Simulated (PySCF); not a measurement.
Spin states of SiI⁺

Unrestricted PBE0; Si x2c-SVPall, I x2c-SVPall; spin-free X2C with a Gaussian nucleus (PySCF 2.14). Outer shells of the fragments: Si+ 3s2 3p1; I 4d10 5s2 5p5.

Followed along the bond (rough minima from three points):

| 2Ms+1 | unpaired | ⟨S²⟩ at the start | R at minimum (Å) | Te (eV) |
| --- | --- | --- | --- | --- |
| 1 | none | 0.00 | 2.33 | 0.00 |
| 3 | π ↑↑ | 2.01 | none in the scan | ≤ 2.70 |

Solutions found at the starting distance of 2.525 Å, counted from the lowest of them; the search is not exhaustive and high or unbound solutions are not listed, so other states can lie among these:

| 2Ms+1 | unpaired | term | E (eV) | ⟨S²⟩ | ⟨Lz²⟩ | μ (D) |
| --- | --- | --- | --- | --- | --- | --- |
| 1 | none | ¹Σ⁺ | 0.00 | 0.00 | 0.00 | -6.26 |
| 3 | π ↑↑ | mixed | 2.59 | 2.01 | 2.01 | -2.85 |
| 3 | σ ↑, π ↑ | ³Π | 2.77 | 2.01 | 1.01 | -5.51 |
| 3 | π ↑↑ | mixed | 2.79 | 2.01 | 2.01 | -2.99 |
| 1 | π ↑↓ | mixed | 2.81 | 1.01 | 2.01 | -3.02 |
| 1 | σ ↓, π ↑ | mixed | 3.13 | 1.02 | 1.01 | -5.11 |

A term symbol is given only where ⟨S²⟩ and ⟨Lz²⟩ are close to those of a pure state; real π, δ and φ orbitals otherwise mix terms. A positive dipole points towards I; it is taken about the centre of mass and depends on that origin.

Spin–orbit coupling is left out. Counting both spins, an empty level lies below a filled one in some of these solutions, because spin and occupation are held.
